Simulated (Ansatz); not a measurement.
Z-matrix (Å, degrees):
```
Sn
O 1 1.9485
H 2 0.9656 1 111.20
O 1 1.9485 2 109.14 3 7.77
H 4 0.9656 1 111.23 2 127.74
O 1 1.9485 2 109.23 3 127.12
H 6 0.9656 1 111.21 2 7.74
Cl 1 2.3016 2 109.76 3 -112.58
```
Charge 0, multiplicity 1.

Calculation: frozen-core CCSD(T)/def2-TZVPP // r2SCAN-D4/def2-TZVP (Ansatz, a first-principles code).

| Quantity | Value |
|---|---|
| HF energy | -899.41029 Ha |
| MP2 correlation energy | -1.23608 Ha |

Question: Estimate the CCSD correlation energy, the (T) correction, the total energy and the T1 diagnostic.

Answer: 
```json
{
 "CCSD correlation energy": "-1.24360 Ha",
 "(T) correction": "-0.04607 Ha",
 "CCSD(T) total energy": "-900.69996 Ha",
 "T1 diagnostic": "0.014"
}
```
